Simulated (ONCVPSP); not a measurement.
## germanium (Ge): excitation energies, all-electron against ONCV

ONCVPSP 4.0.1 input, shortened (lines: element, Z, core and valence counts, functional; n l f; lmax; l rc ep ncon nbas qcut; lloc lpopt rc5 dvloc0; l nproj debl; icmod fcfact rcfact), PBEsol, scalar-relativistic:

```
  Ge 32.00    6    2  -116133      upf
    1    0    2.00
    2    0    2.00
    2    1    6.00
    3    0    2.00
    3    1    6.00
    3    2   10.00
    4    0    2.00
    4    1    1.50
    1
    0    1.70    0.00    4    9    3.50
    1    2.15    0.00    5    8    3.20
    4    5    1.10    0.00
    0    1    3.70
    1    1    2.40
    1    0.60    0.00
```

Energies are relative to the spin-unpolarised reference configuration 4s2 4p1.5; without spin polarisation the order of configurations can differ from experiment.

(1) Give the all-electron excitation energy and the error of the potential for: 4s2 4p2; 4s2 4p1; 4s2 4p0; 4s1 4p3.

Levels in the configuration 4s2 4p1:

```
level  all-electron (eV)  pseudo (eV)
   4s            -19.893      -19.909
   4p            -11.257      -11.266
```

Note: ghosts flagged at negative energy: s at -48.9 eV; no localised positive-energy state flagged. A true bound ghost makes a file unfit for plane-wave use.

Answers

(1)

```csv
valence configuration,charge,ΔE all-electron (eV),error AE − PS (meV)
4s2 4p2,0,-2.805,-0.1
4s2 4p1,+1,4.648,-2.4
4s2 4p0,+2,20.097,-42
4s1 4p3,0,5.176,-9.8
```
